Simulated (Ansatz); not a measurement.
Stretching the O2–H3 bond in H2O2Sn (SMILES [OH][Sn][OH]) (multiplicity 1 held, fragments rigid). Energies count from the point at 0.966 Å.
Geometry at that point (charge 0, multiplicity 1):
```xyz
5

Sn    -0.035    -0.008     0.374
O      0.552     1.445    -0.843
H      0.543     1.177    -1.771
O     -0.324    -1.274    -1.154
H     -0.637    -2.159    -0.939
```

Restricted levels (R-, RO-) in cc, def2 and unpolarised 6-31G sets keep to the state of the molecule at rest. Active spaces are followed from a long bond inwards. Curves can end on different states.

Correlated levels freeze the cores. Filled d and f shells under p-block atoms count as core.

Programs: Ansatz (Gaussian basis) for Hartree–Fock, density functionals and correlated methods. Values without a source in brackets are computed. In def2 rows elements past Kr take small-core potentials, without spin–orbit coupling.

Energies in eV.

```tsv
R (Å)	R-SCS-MP2/def2-SVP	R-CCSD(T)/def2-SVP	SC-NEVPT2 on CASSCF(4,3)/def2-SVP	FIC-NEVPT4(SD) on CASSCF(4,3)/def2-SVP	FIC-MRCISD+Q on CASSCF(4,3)/def2-SVP
0.773	1.63	1.63	1.81	1.65	1.61
0.870	0.33	0.33	0.39	0.33	0.32
0.966	0.00	0.00	0.00	0.00	0.00
1.063	0.18	0.18	0.16	0.18	0.19
1.159	0.62	0.62	0.58	0.62	0.63
1.304	1.47	1.44	1.42	1.46	1.47
1.449	2.34	2.28	2.30	2.31	2.31
1.691	3.60	3.42	3.54	3.48	3.46
1.932	4.55	4.19	4.39	4.28	4.23
2.222	5.30	4.66	4.94	4.79	4.72
2.609	5.76	4.78	5.22	5.04	4.98
3.092	5.74	4.56	5.30	5.13	5.06
```

Doubts at one or more of the structures used: a restricted determinant that unrestricted orbitals would lower (R-SCS-MP2/def2-SVP, R-CCSD(T)/def2-SVP); other coupled-cluster roots lie near (R-CCSD(T)/def2-SVP); T1 above 0.05 (R-CCSD(T)/def2-SVP); active orbitals that take no part (SC-NEVPT2 on CASSCF(4,3)/def2-SVP, FIC-NEVPT4(SD) on CASSCF(4,3)/def2-SVP, FIC-MRCISD+Q on CASSCF(4,3)/def2-SVP).

Ansatz is a first-principles code.
